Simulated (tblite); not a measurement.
Species: C8H9O (doublet state).
Geometry (GFN2-xTB, Å), atoms numbered from 1 in this order:
```
atom  x, y, z in Å
C1     0.1040    2.1436    0.0142
C2    -0.3653    0.8483    0.0476
C3    -1.7647    0.5916   -0.0400
C4    -2.2671   -0.6822   -0.0090
C5    -1.4061   -1.7702    0.1112
C6    -0.0347   -1.5554    0.1951
C7     0.5022   -0.2869    0.1711
C8     1.9949   -0.1024    0.2668
O9     2.5619    0.5522   -0.8515
H10    1.1514    2.3725    0.0543
H11   -0.5811    2.9682   -0.0762
H12   -2.4290    1.4385   -0.1322
H13   -3.3326   -0.8480   -0.0782
H14   -1.7978   -2.7754    0.1383
H15    0.6260   -2.4071    0.2886
H16    2.2453    0.5289    1.1254
H17    2.4736   -1.0824    0.4109
H18    2.3104    0.0725   -1.6478
```

All values are computed: GFN2-xTB (tblite) harmonic vibrations without scaling, gas phase. This tight-binding method is rough: wavenumbers can miss measured ones by several per cent, in bad cases by 10 to 20. One conformer, not necessarily the lowest. Open shells enter through the occupations alone, without spin polarisation, and single modes of such species can be off by tens of per cent.

Harmonic wavenumbers (cm⁻¹): 79.3, 106.4, 188.5, 273.2, 305.4, 363.9, 401.8, 414.5, 456.1, 510.0, 543.6, 575.8, 690.0, 747.9, 771.1, 776.0, 843.0, 856.3, 905.6, 919.5, 944.1, 957.0, 1053.3, 1092.7, 1126.8, 1146.0, 1178.6, 1197.1, 1258.2, 1301.3, 1327.1, 1338.6, 1345.1, 1414.3, 1440.7, 1471.8, 1476.2, 1517.8, 1572.3, 2871.0, 2949.0, 3059.0, 3071.8, 3083.3, 3095.4, 3118.5, 3172.7, 3555.4.

A = 2916, B = 1417, C = 1008 MHz; mass 121.065 u (most abundant isotopes); point group C1, symmetry number 1; spin multiplicity 2.

**Question.** Zero-point energy?

**Answer.** ½Σν̃ = 31432 cm⁻¹ = 376.01 kJ/mol.

**Question.** Give the ideal-gas entropy at 350 K and 1 bar in the rigid-rotor, harmonic-oscillator model (classical rotation).

**Answer.** Translation 172.01, rotation 122.23, vibration 104.88, spin (R ln 2) 5.76: S = 404.9 J/(mol K).

**Question.** And Cp and H(350 K) − H(0)?

**Answer.** Cp = 169.54 J/(mol K), of which vibrations give 136.29 (their classical limit is 48 R = 399.1); H(350 K) − H(0) = 32.99 kJ/mol without the zero-point energy, 21.35 from vibrations.

**Question.** Blend soft modes into free rotors: weight 1/[1 + (100 cm⁻¹/ν̃)⁴] for the oscillator and the rest for a rotor with moment μB/(μ + B), μ = h/(8π²ν), B = 10⁻⁴⁴ kg m². What vibrational entropy results?

**Answer.** 100.69 J/(mol K) in place of 104.88, which changes −T·S at 350 K by +1.47 kJ/mol.

**Question.** Which modes carry the vibrational entropy at 350 K?

**Answer.** 79.3 cm⁻¹: 17.67; 106.4 cm⁻¹: 15.26; 188.5 cm⁻¹: 10.64; 273.2 cm⁻¹: 7.77; 305.4 cm⁻¹: 6.95; 363.9 cm⁻¹: 5.70 J/(mol K); the other 42 give 40.89 together.

Hindered rotation and anharmonicity are outside this model. Other conformers, if any are populated, would add a mixing term that is left out. The structure is chiral; the term R ln 2 for an equal mix with its mirror image is left out.

On Arm Neoverse V1, one thread (shared host), this took 0.63 s wall. This covers the Hessian and the dipole derivatives.
